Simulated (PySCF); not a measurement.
**Partial charges of `C=C(CF)CC#N`**

C₅H₆FN.
Atom-mapped SMILES: `[CH2:1]=[C:2]([CH2:3][F:4])[CH2:5][C:6]#[N:7]` (hydrogens: H8, H9 on C1; H10, H11 on C3; H12, H13 on C5)

Geometry (GFN2-xTB, Å), atoms numbered from 1 in this order:
```
atom  x, y, z in Å
C1    -0.3932    1.6570   -0.2338
C2    -0.2309    0.3478   -0.1543
C3    -1.2869   -0.5701    0.3954
F4    -1.6150   -1.5350   -0.5329
C5     1.0369   -0.3469   -0.5901
C6     1.7579   -0.8092    0.5713
N7     2.3070   -1.1625    1.5090
H8     0.3820    2.3031   -0.6092
H9    -1.3048    2.1363    0.0788
H10   -0.9173   -1.1058    1.2789
H11   -2.2085   -0.0335    0.6371
H12    0.7904   -1.2134   -1.2122
H13    1.6781    0.3326   -1.1557
```

Density: PBE0/pcSseg-1 (PySCF); schemes: Mulliken, IAO, Hirshfeld and ESP-fitted. One conformer (not necessarily the lowest) at the GFN2-xTB geometry, without solvent, vibrations or thermal averaging.

Question: What partial charge does each atom carry?

Answer: In e:

```csv
atom,environment,Mulliken,IAO,Hirshfeld,ESP-fitted
C1,terminal =CH2 carbon,-0.019,-0.301,-0.085,-0.555
C2,fully substituted alkene carbon,-0.493,+0.012,+0.009,+0.254
C3,sp3 C–F carbon,+0.301,+0.032,+0.025,-0.076
F4,alkyl fluorine,-0.339,-0.329,-0.119,-0.204
C5,sp3 carbon next to a nitrile,-0.096,-0.305,-0.042,-0.440
C6,nitrile carbon,+0.052,+0.141,+0.086,+0.440
N7,nitrile nitrogen,-0.245,-0.247,-0.228,-0.486
H8,vinylic hydrogen,+0.117,+0.156,+0.055,+0.225
H9,vinylic hydrogen,+0.120,+0.159,+0.056,+0.212
H10,methylene hydrogen,+0.133,+0.154,+0.048,+0.126
H11,methylene hydrogen,+0.109,+0.149,+0.054,+0.123
H12,methylene hydrogen,+0.191,+0.195,+0.068,+0.195
H13,methylene hydrogen,+0.169,+0.184,+0.073,+0.186
```

Mean size of the charges over all atoms: ESP-fitted 0.271 e, Mulliken 0.183 e, IAO 0.182 e, Hirshfeld 0.073 e. Each set sums to the total charge, 0, to within 0.001 e. The ESP scheme is a least-squares fit of atom-centred charges to the potential on four shells outside the van der Waals surface, with the total charge fixed.

Lowest charge. The schemes don't all agree: Mulliken C2 (-0.493); IAO F4 (-0.329); Hirshfeld N7 (-0.228); ESP-fitted C1 (-0.555).

Highest charge. The schemes don't all agree: Mulliken C3 (+0.301); IAO H12 (+0.195); Hirshfeld C6 (+0.086); ESP-fitted C6 (+0.440).

Question: Sum the charges by element, for elements with more than one atom.

Answer: 
| element | atoms | Mulliken | IAO | Hirshfeld | ESP-fitted |
| --- | --- | --- | --- | --- | --- |
| C | 5 | -0.255 | -0.422 | -0.007 | -0.377 |
| H | 6 | +0.839 | +0.998 | +0.354 | +1.066 |

Question: How many electrons does the Mulliken scheme count on C1?

Answer: Z − q = 6 − (-0.019) = 6.019.

These values come from a run that also computed NMR shieldings. The run took 13 s of wall time on Arm Neoverse V2, one thread, no GPU, on a shared host, and the process peaked at 0.71 GiB of memory.
